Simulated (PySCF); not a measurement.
Computed IR spectrum (relative IR intensity) of a molecule C2H7NSi2. The structure is a stationary point at PBE-D3(BJ)/def2-SVP. One conformer was computed; it need not be the lowest. Computed with PySCF with PBE-D3(BJ)/def2-SVP. Frequencies are harmonic and unscaled.

Lines under 2 % of the strongest are left out, and lines within 2 cm⁻¹ are merged.

| ν (cm⁻¹) | relative intensity |
|---|---|
| 168 | 2.4 |
| 339 | 4.2 |
| 450 | 3.2 |
| 477 | 3.4 |
| 650 | 2.4 |
| 744 | 50 |
| 792 | 100 |
| 844 | 13 |
| 888 | 7.2 |
| 899 | 12 |
| 905 | 30 |
| 1110 | 2.2 |
| 1124 | 4.6 |
| 1356 | 5.0 |
| 2152 | 31 |
| 2157 | 16 |
| 2167 | 13 |
| 2173 | 44 |
| 2184 | 33 |
| 2285 | 9.8 |

Task: Which structure fits?
A. C1=NC[SiH2][SiH2]1
B. [SiH3][C@H]1N=C[SiH2]1
C. C=C1[SiH2]N[SiH2]1
D. N#CC[SiH2][SiH3]

Result: D, N#CC[SiH2][SiH3]
